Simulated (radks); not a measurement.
The numbers below are computed, except where a source is named.
The rhenium ion Re2+, [Xe] 4f14 5d5. Level of theory: non-relativistic Kohn-Sham, PBE, spin-polarised, spherical densities, point nucleus (a radial shooting solver on a logarithmic mesh with Libxc functionals). Every spin shell is full or empty, so the densities are truly spherical. Functionals are evaluated on that one density, not self-consistently. Rank these exchange functionals by their error against the exact value of the orbitals, and give that value: LDA, B88, PBE, PBEsol, RPBE, AM05, SCAN, r2SCAN, TASK, MVS.

Answer. Exact: -309.684 hartree. From best to worst, with 100 (|E| - |E exact|)/|E exact| (equal figures are ties): r2SCAN -0.10, RPBE -0.13, SCAN +0.13, MVS +0.14, B88 +0.16, PBE -0.26, PBEsol -1.76, TASK -1.81, AM05 -3.62, LDA -3.83.
